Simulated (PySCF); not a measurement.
C4H12N2Si3.
Atom-mapped SMILES: `[SiH3:1][N:2]([SiH3:3])[c:4]1[cH:5][cH:6][n:7]([SiH3:8])[cH:9]1`

NICS = −σ at a ghost point: NICS(0) at the centroid of the ring atoms, NICS(1) 1 Å to either side along the normal of their mean plane, zz for the tensor component along that normal. Level: GIAO PBE0/pcSseg-1 (PySCF, non-relativistic, gas phase) on the PBE0-D3(BJ)/def2-SVP geometry, one conformer.

Ring bond lengths (Å), with Mayer bond orders in brackets: C4–C5 1.432 (1.34), C5–C6 1.374 (1.55), C6–N7 1.375 (1.13), N7–C9 1.384 (1.06), C9–C4 1.384 (1.50).

**Question.** What do the NICS probes read (ppm)?

**Answer.** 
| ring | type | NICS(0) | NICS(1), two faces | NICS(1)zz, two faces | rms pucker (Å) | centre to ring atoms, mean (Å) |
| --- | --- | --- | --- | --- | --- | --- |
| C4–C5–C6–N7–C9 | 5-membered ring with N; formal bonds all aromatic | -13.5 | -10.5 / -10.5 | -26.1 / -26.5 | 0.00 | 1.18 |

**Question.** What do they say, and how far can they be read as aromaticity?

**Answer.** 
- C4–C5–C6–N7–C9: mean NICS(1)zz -26.3 ppm, shielded. The ring is flat and has no four-coordinate atom; by the NICS criterion it is aromatic.

**Question.** What does the geometric index give? HOMA = 1 − mean of α(R − Ropt)² over the ring bonds, with Krygowski's 1993 parameters (CC: Ropt 1.388 Å, α 257.7 Å⁻²; CN: Ropt 1.334 Å, α 93.52 Å⁻²).

**Answer.** 
- C4–C5–C6–N7–C9: HOMA 0.81; the largest term is that of C4–C5, α(R − Ropt)² = 0.49. The geometric and the magnetic index point the same way.

**Question.** Give the inner angles of the rings and the Hirshfeld charges of the ring atoms.

**Answer.** 
- C4–C5–C6–N7–C9: C4 106.6° (+0.011 e), C5 107.2° (-0.107 e), C6 109.2° (-0.031 e), N7 108.1° (-0.110 e), C9 108.9° (-0.060 e); sum 540.0° against 540° for a flat convex ring.

**Question.** How shielded are the nuclei of the rings and their hydrogens (means over atoms taken as equivalent)?

**Answer.** 
```json
{"atoms": "C4", "environment": "aromatic carbon bearing nitrogen", "σ isotropic (ppm)": "39.7"}
{"atoms": "C5", "environment": "aromatic CH carbon", "σ isotropic (ppm)": "74.8"}
{"atoms": "C6", "environment": "aromatic CH next to a ring nitrogen", "σ isotropic (ppm)": "55.3"}
{"atoms": "N7", "environment": "pyrrole-type nitrogen", "σ isotropic (ppm)": "108.7"}
{"atoms": "C9", "environment": "aromatic CH next to a ring nitrogen", "σ isotropic (ppm)": "72.1"}
{"atoms": "H on C5", "environment": "aromatic hydrogen", "σ isotropic (ppm)": "24.93"}
{"atoms": "H on C6", "environment": "aromatic hydrogen", "σ isotropic (ppm)": "24.74"}
{"atoms": "H on C9", "environment": "aromatic hydrogen", "σ isotropic (ppm)": "24.83"}
```

**Question.** How do the values depend on the level or the medium?

**Answer.** 
| level | NICS(0), C4–C5–C6–N7–C9 | mean NICS(1)zz, C4–C5–C6–N7–C9 |
| --- | --- | --- |
| PBE0/pcSseg-1, gas | -13.5 | -26.3 |
| PBE0/pcSseg-1, IEF-PCM benzene | -13.5 | -26.4 |
| PBE0/pcSseg-1, IEF-PCM methanol | -13.3 | -26.5 |

The geometry is the same throughout; the continuum's cavity takes Bondi-type radii × 1.2.

The values belong to the conformer `[SiH3:1][N:2]([SiH3:3])[c:4]1[cH:5][cH:6][n:7]([SiH3:8])[cH:9]1`: Si1–N2–C4–C5 162°.
